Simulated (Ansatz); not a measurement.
`C#[C][Ga]([F])[Cl]` + H–F → `[F][Ga]([F])[Cl]` + `C#C` at 400 K and 1 bar (ligand exchange at a Ga–C bond).

Calculated with Ansatz (gas phase, PBE0-D4/def2-TZVP geometries, no zero-point term in ΔE). CCSD(T)/CBS is the MP2 limit (def2-TZVPP, def2-QZVPP) plus CCSD(T) − MP2 in def2-TZVPP, frozen cores. This one scheme is used for every species. For Ga outer-core shells are correlated without core-valence functions, which leaves a few kJ/mol of doubt a bond. Scalar relativity is left out up to krypton.

```json
{"species": "`C#[C][Ga]([F])[Cl]`", "CCSD(T)/CBS energy (Eh)": "-2560.25724", "H − E (kJ/mol)": "87.6", "S (J/(mol·K))": "377.6"}
{"species": "H–F", "CCSD(T)/CBS energy (Eh)": "-100.39570", "H − E (kJ/mol)": "36.5", "S (J/(mol·K))": "182.2"}
{"species": "`[F][Ga]([F])[Cl]`", "CCSD(T)/CBS energy (Eh)": "-2583.43598", "H − E (kJ/mol)": "37.6", "S (J/(mol·K))": "333.8"}
{"species": "`C#C`", "CCSD(T)/CBS energy (Eh)": "-77.22717", "H − E (kJ/mol)": "85.5", "S (J/(mol·K))": "213.8"}
```

H − E and S are ideal-gas, rigid-rotor, harmonic terms from PBE0-D4/def2-TZVP. 1 Eh = 2625.50 kJ/mol, R = 8.31446 J/(mol·K).

Task: By hand: ΔE, ΔH, ΔS and ΔG.

Result: ΔE = (-2583.43598) + (-77.22717) − (-2560.25724) − (-100.39570) = -0.01021 Eh = -26.8 kJ/mol. Δ(H − E) = 37.6 + 85.5 − 87.6 − 36.5 = -1.0, so ΔH = -27.8 kJ/mol. ΔS = 333.8 + 213.8 − 377.6 − 182.2 = -12.2 J/(mol·K). ΔG = -27.8 − 400 × (-12.2)/1000 = -22.9 kJ/mol.

Task: By hand: the equilibrium constant, and the temperature at which ΔG would vanish if ΔH and ΔS stayed fixed.

Result: log₁₀ K = −ΔG/(RT ln 10) = 3.0. ΔG = 0 at ΔH/ΔS = 2279 K, though so small a ΔS makes that figure unsure.

The number of gas molecules stays the same, so ΔS is small and ΔH decides. A doubt of 5 kJ/mol in ΔE shifts log₁₀ K by 0.7 here. These are equilibria of isolated gas molecules and say nothing of rates. Largest T1 diagnostic: 0.014 (customary marks: 0.02 for closed shells, 0.045 for open ones).
